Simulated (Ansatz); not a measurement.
```yaml
crystal:
  periodic: [false, false, false]
  atoms:
    - {symbol: Na, position_ang: [-1.211307, 1.006775, -2.397315]}
    - {symbol: Na, position_ang: [-0.932348, -0.611165, 0.749307]}
    - {symbol: Na, position_ang: [-0.233146, -2.537897, -2.258560]}
    - {symbol: Na, position_ang: [2.051734, 0.057820, -0.961495]}
    - {symbol: Na, position_ang: [0.171828, 2.795729, 0.587329]}
    - {symbol: Na, position_ang: [1.636338, -2.963863, 1.037378]}
    - {symbol: Na, position_ang: [1.933927, 0.411889, 2.736690]}
    - {symbol: Na, position_ang: [-3.417037, 1.840723, 0.506656]}
basis:
  gaussian: {orbitals: def2-TZVP, initial_orbitals: start.molden}
total_charge: 1
magnetization: {spin_polarized: true, initial_magnetization: 1}
hamiltonian: {xc: {name: wB97M-V}}
scf: {omitted_lower_state_checks: [starts]}
output: {orbitals: {seedname: orbitals}}
```

The file start.molden holds the orbitals of an earlier run on this structure, at another level or in another basis.

```sh
$ ansatz run in.yaml --threads 4 --pin off --events-out ev --progress --plain --max-ram 4787MiB
```

Does this run fit into the memory that it is given?

No. It has 256 basis functions, and Ansatz plans for 6 GiB where 5 GiB are given.
